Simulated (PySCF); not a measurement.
C5H8InN, singlet, GFN2-xTB optimised geometry.

```
15

In    -2.92    -0.60     0.00
H     -3.15     1.08     0.00
H     -3.15    -1.38    -1.47
H     -3.20    -1.45     1.43
C      2.07    -0.45    -0.16
C      1.46    -1.03     0.94
C      0.08    -1.08     0.98
N     -0.68    -0.60     0.00
C     -0.10    -0.04    -1.06
C      1.28     0.05    -1.18
H      3.15    -0.40    -0.23
H      2.04    -1.43     1.75
H     -0.46    -1.51     1.81
H     -0.78     0.33    -1.82
H      1.72     0.50    -2.06
```

Density from PBE0/def2-TZVP, def2 effective core potentials past Kr run with PySCF 2.14.0 at that geometry. The core electrons that the potentials of In replace are not part of the density.

Minimum of the electron density along straight lines between bonded atoms, close to the bond critical point (lines longer than 1.1 times the sum of covalent radii, or with two minima, are not listed):

```
bond     length / Å  ρ at the minimum / e bohr⁻³  ∇²ρ there / e bohr⁻⁵  position (fraction from the first atom)
-------  ----------  ---------------------------  --------------------  ---------------------------------------
In1–H2        1.687                        0.111                  0.13                                     0.64
In1–H3        1.687                        0.111                  0.13                                     0.64
In1–H4        1.687                        0.111                  0.13                                     0.64
C5–C6         1.386                        0.321                 -0.96                                     0.50
C6–C7         1.385                        0.324                 -0.98                                     0.49
In1–N8        2.248                        0.068                  0.24                                     0.51
C7–N8         1.324                        0.352                 -1.06                                     0.35
N8–C9         1.326                        0.352                 -1.06                                     0.65
C5–C10        1.388                        0.321                 -0.96                                     0.50
C9–C10        1.383                        0.325                 -0.98                                     0.51
C5–H11        1.080                        0.290                 -1.06                                     0.65
C6–H12        1.079                        0.289                 -1.05                                     0.65
C7–H13        1.084                        0.292                 -1.08                                     0.66
C9–H14        1.085                        0.291                 -1.07                                     0.66
C10–H15       1.079                        0.289                 -1.05                                     0.65
```
